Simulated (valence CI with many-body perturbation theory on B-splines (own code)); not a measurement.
## E1 line list for Tc3+

Method: configuration interaction combined with many-body perturbation theory (CI+MBPT): four valence electrons over a frozen Dirac-Fock core [Kr], radial functions for each j: 7 s, 7 p, 8 d, 6 f, 4 g, 1 h, with the one-electron correlation potential Σ1, the two-electron term Σ2, the three-electron term Σ3, Breit, model QED; selected CI, second order for the rest, scaled by the run's own slope (own B-spline code, finite nucleus).

No measured levels were compared; by estimate terms of the open shell hold to 2 to 4 % of their energy, and close levels can change places; different configurations can be misplaced against each other by 1,000 to 8,000 cm⁻¹. Among the levels kept, up to 420 cm⁻¹ of a level comes from second order outside the variational space, and about a tenth of that is noise between levels of different J, which matters for small intervals.

Lines 201 to 250 of 558 in falling wavelength, among levels below 204079 cm⁻¹, chosen from the strongest by gf and those to the six lowest levels. Wavelengths and rates use the calculated energies, so an error of 2000 cm⁻¹ moves a line at 1548 Å by 3.1 % and its rate by three times that or more. Electric multipoles are in the length gauge, E1 and E2 with the static RPA response of the core. Weak lines are less certain than strong ones. Lines between different terms over intervals too small for the method are left out, as are lines whose strength nearly cancels. Where a level lies close to another of its J and parity, the split of strength between their lines is uncertain. The highest levels of a list are the least certain.

Names give the largest LS component (configuration and term), which can be under half, so a name can repeat, a term be missing and a line seem to break the LS rules; names also repeat where a configuration has a term twice. Letters in brackets count levels of one name in rising energy.

| λ vac (Å) | Upper | Lower | A (s⁻¹) | log gf | Branch % |
| --- | --- | --- | --- | --- | --- |
| 1548 | 4d3.5d 3D_1 | 4d3.5p 3F°_2 [a] | 2.52e+08 | -0.57 | 11.7 |
| 1544 | 4d3.5p 3D°_3 [e] | 4d3.5s 3D_3 [a] | 8.95e+07 | -0.65 | 3.8 |
| 1529 | 4d3.5d 3D_2 [b] | 4d3.5p 3F°_3 [a] | 2.03e+08 | -0.45 | 9.7 |
| 1524 | 4d3.5d 5P_3 | 4d3.5p 3F°_4 [a] | 2.52e+08 | -0.21 | 12.0 |
| 1523 | 4d3.5p 1G°_4 [d] | 4d3.5s 1H_5 | 1.96e+08 | -0.21 | 8.9 |
| 1509 | 4d3.5d 5F_1 | 4d3.5p 3F°_2 [a] | 2.78e+08 | -0.55 | 13.1 |
| 1500 | 4d3.5p 3G°_4 [d] | 4d3.5s 3H_5 | 8.94e+07 | -0.57 | 5.9 |
| 1493 | 4d3.5p 3G°_5 [d] | 4d3.5s 3H_6 | 7.25e+07 | -0.57 | 5.0 |
| 1484 | 4d3.5d 3H_6 | 4d3.5p 3H°_5 [a] | 8.59e+07 | -0.43 | 4.2 |
| 1461 | 4d3.5d 5F_5 | 4d3.5p 3G°_5 [a] | 2.13e+08 | -0.13 | 9.5 |
| 1456 | 4d3.5d 5G_6 | 4d3.5p 3G°_5 [a] | 1.05e+08 | -0.36 | 4.8 |
| 1452 | 4d3.5d 5G_5 | 4d3.5p 3G°_4 [a] | 7.86e+07 | -0.56 | 3.6 |
| 1448 | 4d3.5d 5F_4 | 4d3.5p 3G°_4 [a] | 1.22e+08 | -0.46 | 5.4 |
| 1447 | 4d3.5d 3F_3 | 4d3.5p 3F°_4 [a] | 1.75e+08 | -0.41 | 8.6 |
| 1447 | 4d3.5d 5H_4 | 4d3.5p 5F°_3 | 1.29e+08 | -0.44 | 5.5 |
| 1443 | 4d3.5d 3F_2 | 4d3.5p 3F°_3 [a] | 1.65e+08 | -0.59 | 8.1 |
| 1442 | 4d3.5d 3D_2 [a] | 4d3.5p 5F°_3 | 1.39e+08 | -0.66 | 6.4 |
| 1441 | 4d3.5d 5H_5 | 4d3.5p 5F°_4 | 2.28e+08 | -0.11 | 9.9 |
| 1441 | 4d3.5d 3G_4 | 4d3.5p 3F°_3 [a] | 9.27e+08 | 0.41 | 45.6 |
| 1440 | 4d3.5d 3G_3 | 4d3.5p 3F°_2 [a] | 9.57e+08 | 0.32 | 47.5 |
| 1433 | 4d3.5d 3D_3 | 4d3.5p 3D°_3 [a] | 1.83e+08 | -0.40 | 8.5 |
| 1431 | 4d3.5d 5G_2 | 4d3.5p 5F°_3 | 1.57e+08 | -0.62 | 7.3 |
| 1431 | 4d3.5d 3P_2 | 4d3.5p 3F°_3 [a] | 1.62e+08 | -0.61 | 7.7 |
| 1430 | 4d3.5d 5P_1 | 4d3.5p 5D°_2 [a] | 2.44e+08 | -0.65 | 11.3 |
| 1429 | 4d3.5d 5H_6 | 4d3.5p 5F°_5 | 3.10e+08 | 0.09 | 13.7 |
| 1424 | 4d3.5d 5G_3 | 4d3.5p 3D°_2 [b] | 1.53e+08 | -0.49 | 7.0 |
| 1423 | 4d3.5d 3F_3 | 4d3.5p 3F°_3 [a] | 9.00e+08 | 0.28 | 44.0 |
| 1421 | 4d3.5d 3D_3 | 4d3.5p 5F°_4 | 2.42e+08 | -0.29 | 11.3 |
| 1419 | 4d3.5d 5G_2 | 4d3.5p 5F°_1 | 3.20e+08 | -0.32 | 14.8 |
| 1417 | 4d3.5d 5P_1 | 4d3.5p 5D°_1 [a] | 5.57e+08 | -0.30 | 25.9 |
| 1416 | 4d3.5d 3F_2 | 4d3.5p 3F°_2 [a] | 8.74e+08 | 0.12 | 42.7 |
| 1414 | 4d3.5d 3D_2 [a] | 4d3.5p 5D°_1 [a] | 1.82e+08 | -0.56 | 8.3 |
| 1412 | 4d3.5d 5G_5 | 4d3.5p 5F°_5 | 2.72e+08 | -0.05 | 12.6 |
| 1411 | 4d3.5d 5G_3 | 4d3.5p 5D°_2 [a] | 9.98e+08 | 0.32 | 45.6 |
| 1410 | 4d3.5d 3D_2 [b] | 4d3.5p 5F°_3 | 1.99e+08 | -0.53 | 9.5 |
| 1410 | 4d3.5d 3H_4 | 4d3.5p 3G°_3 [a] | 1.64e+09 | 0.64 | 80.0 |
| 1410 | 4d3.5d 3D_2 [b] | 4d3.5p 3D°_2 [b] | 9.26e+08 | 0.14 | 44.3 |
| 1409 | 4d3.5d 5P_1 | 4d3.5p 5D°_0 [a] | 6.61e+08 | -0.23 | 30.7 |
| 1409 | 4d3.5d 5G_4 | 4d3.5p 5F°_3 | 1.31e+09 | 0.54 | 60.2 |
| 1408 | 4d3.5d 5F_4 | 4d3.5p 3D°_3 [a] | 9.06e+07 | -0.62 | 4.0 |
| 1408 | 4d3.5d 5P_3 | 4d3.5p 3D°_3 [a] | 6.13e+08 | 0.11 | 29.2 |
| 1408 | 4d3.5d 5F_1 | 4d3.5p 5F°_1 | 1.16e+09 | 0.01 | 54.7 |
| 1408 | 4d3.5d 3H_5 | 4d3.5p 3G°_4 [a] | 1.58e+09 | 0.71 | 76.7 |
| 1408 | 4d3.5d 3D_3 | 4d3.5p 5F°_3 | 1.76e+08 | -0.44 | 8.2 |
| 1407 | 4d3.5d 3H_6 | 4d3.5p 3G°_5 [a] | 1.47e+09 | 0.75 | 70.8 |
| 1407 | 4d3.5d 5F_2 | 4d3.5p 5D°_2 [a] | 3.29e+08 | -0.31 | 14.8 |
| 1404 | 4d3.5d 5G_2 | 4d3.5p 5D°_1 [a] | 4.98e+08 | -0.13 | 23.0 |
| 1402 | 4d3.5d 5G_4 | 4d3.5p 5D°_4 [a] | 1.09e+08 | -0.54 | 5.0 |
| 1402 | 4d3.5d 5F_3 | 4d3.5p 5F°_3 | 3.22e+08 | -0.18 | 14.2 |
| 1402 | 4d3.5d 5F_3 | 4d3.5p 3D°_2 [b] | 1.11e+08 | -0.64 | 4.9 |

Question: How does gf follow from A for the line at 1544 Å?

Answer: gf = 1.4992 × (2J+1)_upper × A / σ², with σ = 64767 cm⁻¹ and 2J+1 = 7: gf = 0.224.
